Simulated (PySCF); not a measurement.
Mapped SMILES: `[CH3:1][SiH2:2][n:3]1[cH:4][n:5][cH:6][c:7]1[F:8]`; H(Xn) means a hydrogen on atom n.

[PySCF 2.14.0 with density-fitted response routines: GFN2-xTB geometry; NMR shieldings at PBE0/pcSseg-1/GIAO; single conformer; isolated molecule; equivalent nuclei averaged; relativity neglected]

References, each an isolated molecule treated in the same way: $^{13}$C (σref 186.93), $^{1}$H (σref 31.72), $^{29}$Si (σref 349.16) vs TMS; $^{15}$N (σref 267.73) against NH3; $^{19}$F (σref 170.95) against CFCl3.

```csv
atoms,nucleus,count,δ (ppm)
C1,$^{13}$C,1,-3.3
Si2,$^{29}$Si,1,-31.5
H(Si2),$^{1}$H,2,?
H(C6),$^{1}$H,1,6.85
C7,$^{13}$C,1,161.9
C6,$^{13}$C,1,114.2
N5,$^{15}$N,1,?
H(C4),$^{1}$H,1,?
N3,$^{15}$N,1,177.7
F8,$^{19}$F,1,-163.2
H(C1),$^{1}$H,3,0.61
C4,$^{13}$C,1,?
```

Q: Estimate the values marked ?.

A: 
- C4: 134.2 ppm, aromatic CH between two ring heteroatoms
- H(C4): 6.81 ppm, hydrogen on an aromatic CH between two ring heteroatoms; aromatic region
- H(Si2): 5.14 ppm, hydrogen on a silicon bonded to C, N
- N5: 308.6 ppm, pyridine-type nitrogen of an azole

Shifts are as computed. Against solution values, carbons near 30 ppm lie about +3 ppm off and those near 130 ppm about +5 ppm. Of 1211 compounds with measured shifts, 218 miss one by over three times the rms of a fit or turn the order of signals round; such compounds aren't used in these exercises. Unscaled 19F shifts against computed CFCl3 carry errors that often reach 10 to 50 ppm. Experimental scales use liquid or dissolved standards, which lie at an offset from isolated NH3 (liquid NH3: subtract about 20 ppm). Unscaled 15N shifts of sp2 nitrogen come out 20 to 40 ppm too high even then.
